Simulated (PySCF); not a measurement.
Ti(OMe)(H)3 (CH6OTi), SMILES C[O][TiH3], multiplicity 1. Heavy atoms are numbered as in [TiH3:1][O:2][CH3:3]. Hydrogens are named by the atom that carries them.

Geometry: PBE-D3(BJ)/def2-SVP. The spin state was assumed, not searched.

These are PySCF with HF/def2-TZVPD values and carry that method's errors.

Mulliken values depend strongly on the basis, most of all with diffuse functions as here. ESP charges are fitted to the potential on shells at 1.4 to 2.0 van der Waals radii. Atomic charges (e), one atom of each kind:

| atom | ESP fit | Mulliken | IAO |
|---|---|---|---|
| Ti1 (TiH3) | 1.09 | 0.54 | 1.66 |
| O2 | -0.28 | -0.57 | -0.67 |
| C3 (CH3) | -0.42 | -0.18 | -0.10 |
| H on C3 | 0.17 | 0.15 | 0.13 |
| H on Ti1 | -0.30 | -0.08 | -0.43 |
